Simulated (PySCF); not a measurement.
**A small calculation by hand: dipole moment from atomic charges**

BrH₃O₃Sn, SMILES [OH][Sn]([OH])([OH])[Br]. Atoms are numbered in the order given.

```xyz
8

O      0.3188    -1.7941    -1.3437
Sn    -0.4498    -0.3686    -0.2258
O     -1.4594    -1.2100     1.2388
O     -1.7093     0.6682    -1.3260
Br     1.3506     1.1072     0.6780
H      0.9157    -1.4276    -2.0135
H     -0.8642    -1.6512     1.8636
H     -2.0336     1.4449    -0.8456
```
Charge 0, spin multiplicity 1.

The structure is a stationary point at r2SCAN-D4/def2-SVP. The structure was generated by enumeration; whether it is a known compound was not checked. The def2 effective core potentials stand for the cores of Sn; spin–orbit coupling is left out. One conformer was computed; it need not be the lowest.

Charges (e) from PBE/def2-TZVP in PySCF:

```json
[
 {"atom": "O1", "Mulliken": "-0.598", "ESP fit": "-0.521"},
 {"atom": "Sn2", "Mulliken": "1.144", "ESP fit": "0.693"},
 {"atom": "O3", "Mulliken": "-0.598", "ESP fit": "-0.526"},
 {"atom": "O4", "Mulliken": "-0.598", "ESP fit": "-0.527"},
 {"atom": "Br5", "Mulliken": "-0.301", "ESP fit": "-0.202"},
 {"atom": "H6", "Mulliken": "0.316", "ESP fit": "0.359"},
 {"atom": "H7", "Mulliken": "0.316", "ESP fit": "0.361"},
 {"atom": "H8", "Mulliken": "0.316", "ESP fit": "0.363"}
]
```

The dipole moment of the full density is 1.32 D.

Q: What dipole moment does each set of point charges give, and which comes closer to that of the density?

A: 
μ = Σ q r, and 1 e Å = 4.8032 D.
Mulliken: Σ q r = (0.157, 0.126, 0.079) e Å, |μ| = 1.04 D.
ESP fit: Σ q r = (0.196, 0.156, 0.097) e Å, |μ| = 1.29 D.
ESP fit comes closer in size. Point charges leave out the atoms' own dipoles (lone pairs, polarised bonds); fits to the potential absorb them, partitions of the density don't.
